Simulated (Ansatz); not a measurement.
F3HNV, SMILES `[NH]=[V]([F])([F])[F]`. Total charge 0; spin multiplicity 1.

```xyz
6

N    -0.604    0.636    0.762
V     0.224   -0.235   -0.282
F     1.268   -1.284    0.601
F    -0.893   -1.144   -1.230
F     1.136    0.838   -1.275
H    -1.131    1.190    1.424
```

**Question.** List the harmonic frequencies (cm⁻¹, unscaled) at PBE0-D4/def2-TZVP in Ansatz. (An estimate is asked.)

**Answer.** Ansatz gave: 202, 202, 268, 276, 276, 435, 435, 726, 803, 803, 1127, 3617.

**Question.** Is this a minimum?

**Answer.** Yes, all 12 modes are real.

**Question.** Give the ideal-gas thermochemistry at 298.15 K and 1 bar (rigid rotor, harmonic oscillator; point group C3v, symmetry number 3).

**Answer.** Zero-point energy 54.9 kJ/mol; H(298) − E = 73.5 kJ/mol; entropy 317.5 J/(mol·K), of which translation 168.9, rotation 101.1, vibration 47.6; G(298) − E = -21.2 kJ/mol.

**Question.** And at 400, 500, 600, 800 and 1000 K?

**Answer.** 
| T (K) | H − E (kJ/mol) | S (J/mol/K) | G − E (kJ/mol) |
| --- | --- | --- | --- |
| 400 | 83.4 | 346.0 | -55.1 |
| 500 | 93.9 | 369.5 | -90.9 |
| 600 | 104.9 | 389.6 | -128.8 |
| 800 | 128.0 | 422.7 | -210.2 |
| 1000 | 151.9 | 449.4 | -297.5 |

**Question.** Rotational constants (cm⁻¹)?

**Answer.** 0.1249, 0.1249, 0.1103.
